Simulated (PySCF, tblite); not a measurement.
Isomers of C6H10NO (doublet state), one GFN2-xTB conformer each. Single-point energies are computed at B3LYP/pcH-1 (PySCF, gas phase, no added dispersion term), electronic only. GFN2-xTB treats the open shell by occupation alone, and not every SCF solution was tested for stability.

**Question.** Rank them by B3LYP/pcH-1 energy, lowest first (kcal/mol).
A. `[CH2:1]=[CH:2][C:3]([CH3:4])([CH3:5])[NH:6][C:7]=[O:8]` (doublet state) with C1–C2–C3–C4 173°, C2–C3–N6–C7 178°, C3–N6–C7–O8 -1°
B. `[CH3:1][CH2:2][C:3]1[CH:4]=[N:5][O:6][C@H:7]1[CH3:8]` (doublet state) with C1–C2–C3–C4 112°
C. `[CH2:1]/[CH:2]=[CH:3]\[CH2:4][C:5](=[O:6])[NH:7][CH3:8]` (doublet state) with H–C1–C2–C3 179° and 2°, C2–C3–C4–C5 94°, C3–C4–C5–O6 123°, C4–C5–N7–C8 180°
D. `[CH3:1][C@@H:2]1[CH:3][C@H:4]([C:5]([NH2:6])=[O:7])[CH2:8]1` (doublet state) with C3–C4–C5–N6 83°, C4–C5–N6–H -173° and -3°
E. `[CH2:1]=[C:2][CH2:3][C:4](=[O:5])[N:6]([CH3:7])[CH3:8]` (doublet state) with C1–C2–C3–C4 11°, C2–C3–C4–O5 -105°, C3–C4–N6–C7 4°
F. `[CH3:1][O:2][C@@H:3]1[CH2:4][CH2:5][CH2:6][C:7]=[N:8]1` (doublet state) with C1–O2–C3–C4 -176°, O2–C3–C4–C5 -166°, C3–C4–C5–C6 60°, C4–C5–C6–C7 -42°, C5–C6–C7–N8 14°

**Answer.** C (0.0), A (13.9), D (15.6), B (31.0), F (31.4), E (31.6).

As drawn, the lowest has an N–H bond, which the highest lacks. Neighbours under 5.0 kcal/mol apart (C=CC(C)(C)N[C]=O and C[C@@H]1[CH][C@H](C(N)=O)C1; CC[C]1C=NO[C@H]1C and CO[C@@H]1CCC[C]=N1; CO[C@@H]1CCC[C]=N1 and C=[C]CC(=O)N(C)C) can change places with a better method, another conformer or zero-point energy. GFN2-xTB itself gives, in the same order: 0.0, 11.5, 5.3, 5.0, 8.7, 20.0. Both levels put the same isomer lowest; measured from each level's own lowest isomer, the values differ by up to 26.0 kcal/mol (CC[C]1C=NO[C@H]1C: 5.0 against 31.0).

**Question.** What happens when harmonic zero-point energies from GFN2-xTB frequencies are added?

**Answer.** 
```csv
SMILES,ZPE (kcal/mol),electronic (kcal/mol),with ZPE (kcal/mol)
[CH2]/C=C\CC(=O)NC,92.1,0.0,0.0
C=CC(C)(C)N[C]=O,92.3,13.9,14.1
C[C@@H]1[CH][C@H](C(N)=O)C1,92.8,15.6,16.3
CC[C]1C=NO[C@H]1C,93.8,31.0,32.7
CO[C@@H]1CCC[C]=N1,94.1,31.4,33.5
C=[C]CC(=O)N(C)C,91.2,31.6,30.7
```

The zero-point energies span 2.9 kcal/mol. The lowest isomer stays, but the order above it changes.
